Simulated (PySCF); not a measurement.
Two species compared at the same levels of theory.

First species: C₆H₁₄Si₂.
Structure used (GFN2-xTB), in Å, numbered top down from 1:
```
atom  x, y, z in Å
C1     3.5598   -1.3634   -0.6338
C2     2.5962   -0.3996   -0.1446
C3     1.8115    0.4020    0.2773
C4     0.8265    1.3649    0.7306
C5    -0.4347    1.3133   -0.1401
C6    -1.1405   -0.0452   -0.0985
Si7   -1.8613   -0.4521    1.6185
Si8   -2.4493   -0.1433   -1.4797
H9     4.2210   -0.8957   -1.3635
H10    3.0455   -2.1984   -1.1100
H11    4.1600   -1.7442    0.1925
H12    1.2650    2.3674    0.6827
H13    0.5689    1.1570    1.7731
H14   -1.1228    2.0957    0.1908
H15   -0.1447    1.5463   -1.1700
H16   -0.3855   -0.8081   -0.3223
H17   -2.6513    0.6894    2.0918
H18   -2.7148   -1.6374    1.5249
H19   -0.8092   -0.7358    2.6006
H20   -1.8018    0.0670   -2.7795
H21   -3.4606    0.8995   -1.2861
H22   -3.0881   -1.4598   -1.4710
```

Second species: C₄H₉ClO₂S.
SMILES: `CC[C@H](C)S(=O)(=O)Cl`

Levels: PBE0/pcSseg-1 for dipole moment, HOMO energy, LUMO energy and HOMO–LUMO gap; GFN2-xTB for rotational constant A and rotational constant C. Geometries: GFN2-xTB. Each species is one conformer at its optimised geometry, gas phase, non-relativistic unless stated; the electronic structure was computed with PySCF and density fitting.

The conformers computed, where there is a choice (atom-mapped SMILES and torsion angles):
- `[CH3:1][C:2]#[C:3][CH2:4][CH2:5][CH:6]([SiH3:7])[SiH3:8]`: C3–C4–C5–C6 62°, C4–C5–C6–Si7 66°
- `[CH3:1][CH2:2][C@H:3]([CH3:4])[S:5](=[O:6])(=[O:7])[Cl:8]`: C1–C2–C3–C4 -167°, C2–C3–S5–O6 174°

```
             property   column X   column Y
        dipole moment     4.47 D     1.05 D
          HOMO energy   -8.93 eV   -7.29 eV
          LUMO energy   -1.35 eV    0.52 eV
        HOMO–LUMO gap    7.58 eV    7.81 eV
rotational constant A  1.807 GHz  1.779 GHz
rotational constant C  1.165 GHz  0.612 GHz
```

(1) Which column belongs to which species?

(2) How does each property change from the first species to the second?

Answers

(1) Column X is the second species and column Y the first. The first has 22 atoms and 78 electrons, the second 17 and 82.

(2) dipole moment +3.42 D; HOMO energy -1.64 eV; LUMO energy -1.87 eV; HOMO–LUMO gap -0.23 eV; rotational constant A +0.028 GHz; rotational constant C +0.553 GHz.

On the first: In atomic units the dipole is 0.41 e·bohr (1 au = 2.5417 D). GFN2-xTB frequencies show an imaginary mode (27i cm⁻¹), so this geometry is no minimum at that level.

On the second: The dipole matches unit charges of opposite sign 0.93 Å apart (1 e·Å = 4.8032 D). A dipole of 4.47 D is allowed in C1, and pure rotational transitions are dipole-allowed.
